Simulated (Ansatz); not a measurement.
Mulliken charges of Al2F2H4S2, SMILES `[F][Al@H-]1[SH+][Al@@H-]([F])[SH+]1` from ωB97M-V/def2-TZVPP in Ansatz (PBE0-D4/def2-TZVP geometry).

```csv
atom,x (Å),y (Å),z (Å),charge (e)
F1,0.966,-0.759,-2.304,-0.351
Al2,1.378,-0.416,-0.736,0.510
S3,-0.111,-1.664,0.604,-0.209
Al4,-0.925,0.463,1.224,0.510
F5,-2.464,0.550,0.613,-0.351
S6,0.426,1.692,-0.271,-0.209
H7,2.840,-0.503,-0.171,-0.117
H8,-1.007,-1.780,-0.397,0.167
H9,-0.550,0.791,2.712,-0.117
H10,-0.470,1.574,-1.271,0.167
```

Question: By hand: the dipole of these point charges (1 e Å = 4.8032 D).

Answer: Σ q r = (0.176, 0.023, 0.197) e Å, of length 0.265 e Å = 1.27 D.

Question: How does the dipole of the full density compare? (Best estimate.)

Answer: Computed: (0.056, 0.007, 0.063) e Å, 0.41 D; the point charges give 3.10 times that, at 0° from its direction.

Point charges leave out the atoms' own dipoles, such as those of lone pairs, and Mulliken's split depends on the basis, so the two needn't agree.
